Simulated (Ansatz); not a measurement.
Reaction (redistribution): `C[SiH]([SiH3])[SeH]` + `C[O][Sn][OH]` → `[SiH3][SiH2][SeH]` + `C[O][Sn][O]C`

Isolated molecules relaxed with PBE0-D4/def2-TZVP in Ansatz; ΔE leaves out vibrations. CCSD(T)/CBS is the MP2 limit (def2-TZVPP, def2-QZVPP) plus CCSD(T) − MP2 in def2-TZVPP, frozen cores. Elements past krypton have def2 core potentials. For Se, Sn outer-core shells are correlated without core-valence functions, which leaves a few kJ/mol of doubt a bond. Scalar relativity is left out up to krypton. Each species was taken in one conformer, which may not be the lowest.

| species | CCSD(T)/CBS(def2) energy (Eh) |
| --- | --- |
| `C[SiH]([SiH3])[SeH]` | -3021.76070 |
| `C[O][Sn][OH]` | -404.87801 |
| `[SiH3][SiH2][SeH]` | -2982.48284 |
| `C[O][Sn][O]C` | -444.11438 |

Work out ΔE.

ΔE = (-2982.48284) + (-444.11438) − (-3021.76070) − (-404.87801) = 0.04149 Eh = +1.13 eV.

Largest T1 diagnostic among the species: 0.017.

In def2-TZVPP, CCSD(T) changes the Hartree–Fock value by +0.16 eV (the triples alone add +0.01 eV) and MP2 by +0.24 eV.
